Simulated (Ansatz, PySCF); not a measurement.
Energy difference R1 → P1 + P2, each structure at its B3LYP-D3(BJ)/def2-TZVP stationary point, reached from a drawn start (curvature not checked).
P1: OH (SMILES [OH]), charge 0, multiplicity 2.
R1, FeH2O2 (SMILES [OH][Fe][OH]) (charge 0, multiplicity 5):
```xyz
5

Fe    -0.12947    -0.09344    -0.00286
O      0.08980    -0.54379     1.71601
O     -0.43931     0.29054    -1.72390
H      0.30322     0.01044     2.46788
H      0.17575     0.33624    -2.45713
```
P2, FeHO (SMILES [OH][Fe]) (charge 0, multiplicity 6):
```xyz
3

Fe    -0.17817    -0.05345    -1.43263
O     -0.23103    -0.06931     0.37199
H      0.40910     0.12276     1.06074
```

P less R. No zero-point or thermal terms; open shells are unrestricted; no spin–orbit coupling. The spin states of the d-block species are the ones drawn and need not be the lowest.

Cores are frozen in the correlated methods.

Run with Ansatz (Gaussian basis) for Hartree–Fock, density functionals and correlated methods; PySCF for M06-2X and the D3/D4 terms. All values are computed, each at the level named.

```tsv
level	reaction energy (kcal/mol)
HF/def2-QZVPP	62.99
PBE-D4/def2-TZVPP	114.62
r2SCAN/def2-TZVPP	107.59
B3LYP/def2-TZVPP	107.31
B3LYP-D3(BJ)/def2-TZVPP	108.34
BHLYP/def2-TZVPP	99.01
M06-2X/def2-TZVPP	(withheld)
SCS-MP2/def2-SVP	(withheld)
SCS-MP2/def2-TZVPP	(withheld)
```

What belongs in the gaps?


- M06-2X/def2-TZVPP, reaction energy (kcal/mol): 111.35
- SCS-MP2/def2-SVP, reaction energy (kcal/mol): 97.20
- SCS-MP2/def2-TZVPP, reaction energy (kcal/mol): 107.83

Ansatz is a quantum-chemistry and plane-wave program.
